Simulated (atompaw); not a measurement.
**u(r) = r·R(r): atom against pseudo-atom (P)**

Columns: radius, all-electron u(r) and pseudo u(r) of the 3p shell (level -5.51 eV) of phosphorus in the configuration [Ne] 3s2 3p3; PBE, scalar-relativistic, PAW (atompaw) scheme, atompaw 4.2.0.5.

```tsv
r (bohr)	all-electron	pseudo
0.056	-0.0562	0.0017
0.112	-0.1507	0.0068
0.167	-0.2290	0.0151
0.223	-0.2784	0.0268
0.279	-0.2965	0.0416
0.335	-0.2876	0.0594
0.390	-0.2583	0.0796
0.446	-0.2134	0.1028
0.502	-0.1580	0.1283
0.558	-0.0962	0.1560
0.613	-0.0324	0.1850
0.669	0.0336	0.2160
0.725	0.0988	0.2483
0.781	0.1620	0.2815
0.837	0.2222	0.3152
0.892	0.2779	0.3487
0.948	0.3307	0.3826
1.004	0.3795	0.4161
1.060	0.4240	0.4488
1.115	0.4640	0.4798
1.171	0.5008	0.5100
1.227	0.5336	0.5383
1.283	0.5626	0.5646
1.338	0.5876	0.5882
1.394	0.6094	0.6095
1.450	0.6279	0.6279
```

Problem. How many radial nodes do the two functions have?

Solution. The all-electron 3p function has n − l − 1 = 1; the pseudo-wave has 0, since the states of the same l below it are removed with the core.

Problem. Is the pseudo-wave norm-conserving?

Solution. No, it belongs to a PAW set: the norm inside the radius is not constrained, and the difference is carried by the augmentation charge.
